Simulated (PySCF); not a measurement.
CH3F5Si2.

```xyz
11

Si    -1.7423     0.1814     0.1022
F     -1.3700     1.6045    -0.5706
F     -3.0476    -0.3803    -0.6689
C     -0.3214    -0.9862    -0.1917
Si     1.3375    -0.2715     0.1634
F      2.3813    -1.3843     0.6654
F      1.2266     0.8291     1.3326
F      1.9759     0.4414    -1.1227
H     -2.0857     0.3853     1.5206
H     -0.4650    -1.8844     0.4336
H     -0.3489    -1.3140    -1.2452
```
Charge 0, spin multiplicity 1.

Coordinates come from a B3LYP-D3(BJ)/def2-SVP optimisation. The structure was generated by enumeration, and PubChem lists no compound with its InChIKey, so it may never have been made. The values are those of a single conformer.

The numbers are results of B3LYP/pcSseg-1 in PySCF, not measurements. Non-relativistic, no solvent.

**Question.** Give the absolute GIAO shielding of each atom: isotropic value and principal components (ppm). (Estimate from the structure and the level; the computed values follow.)

**Answer.** 
| atom | σ(iso) | σ11 | σ22 | σ33 | span |
|---|---|---|---|---|---|
| Si1 | 348.7 | 314.9 | 339.5 | 391.5 | 76.6 |
| F2 | 319.8 | 238.2 | 347.6 | 373.6 | 135.4 |
| F3 | 314.9 | 237.0 | 339.0 | 368.6 | 131.7 |
| C4 | 181.6 | 167.9 | 185.2 | 191.8 | 24.0 |
| Si5 | 392.3 | 366.1 | 372.7 | 438.1 | 72.0 |
| F6 | 304.5 | 250.5 | 266.1 | 397.0 | 146.5 |
| F7 | 307.3 | 249.2 | 269.7 | 402.9 | 153.6 |
| F8 | 304.6 | 247.0 | 273.9 | 393.0 | 146.1 |
| H9 | 26.4 | 22.8 | 24.2 | 32.3 | 9.5 |
| H10 | 31.2 | 26.1 | 29.4 | 38.0 | 11.8 |
| H11 | 30.8 | 26.2 | 28.9 | 37.2 | 11.0 |
